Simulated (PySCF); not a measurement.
**KCa⁻ at RHF-CCSD(T)**

Level: RHF-CCSD(T). basis K def2-SVPD, Ca def2-SVPD; no relativity; PySCF 2.14.

```json
{
  "state": "¹Σ⁺ (singlet), closed shell",
  "bond length": "4.554 Å",
  "harmonic wavenumber": "67.4 cm⁻¹",
  "force constant": "0.0529 mdyn/Å",
  "rotational constant Be": "0.04119 cm⁻¹",
  "anharmonicity ωexe": "0.451 cm⁻¹",
  "vibration–rotation constant αe": "0.000330 cm⁻¹",
  "well depth De to K⁻ + Ca": "34 kJ/mol",
  "dissociation energy D0": "34 kJ/mol"
}
```

Correlated steps freeze 10 core orbitals. The bond is weak. Basis-set superposition, not corrected here, can be much of De in a small basis, most of all at correlated wavefunction levels. For an ion De counts to the pair picked by the measured ionisation energies or electron affinities, which need not be the lowest pair at this level. The CCSD T1 diagnostic is raised, a sign that a single reference may not be enough here.
